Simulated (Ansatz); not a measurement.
Computed with Ansatz on PBE0-D4/def2-TZVP structures; ΔE is electronic, products minus reactants. CCSD(T)/CBS is the MP2 limit (def2-TZVPP, def2-QZVPP) plus CCSD(T) − MP2 in def2-TZVPP, frozen cores. Functionals use def2-TZVPP. B3LYP here is the variant with VWN-RPA as its local correlation; programs differ in this. One conformer a species, not always the lowest.

`C=C(F)C(=C)F` + `O[SiH3]` → `C=C(F)O[SiH3]` + `C=CF`  (substitution at a C–C bond)

```csv
level,ΔE (kcal/mol),difference from CCSD(T)/CBS
PBE-D4,8.6,-1.1
B3LYP-D4,8.1,-1.6
PBE,8.5,-1.2
PBE0,8.6,-1.1
B3LYP,8.0,-1.7
HF/def2-TZVPP,6.4,-3.3
CCSD/def2-TZVPP,8.7,-1.0
SCS-MP2/def2-QZVPP,9.4,-0.3
MP2/CBS(def2),10.6,0.9
CCSD/CBS(def2),9.3,-0.4
CCSD(T)/CBS,9.7,0
```

Largest T1 diagnostic among the species: 0.012.

In def2-TZVPP, CCSD(T) changes the Hartree–Fock value by +2.7 kcal/mol (the triples alone add +0.4 kcal/mol) and MP2 by +3.6 kcal/mol.
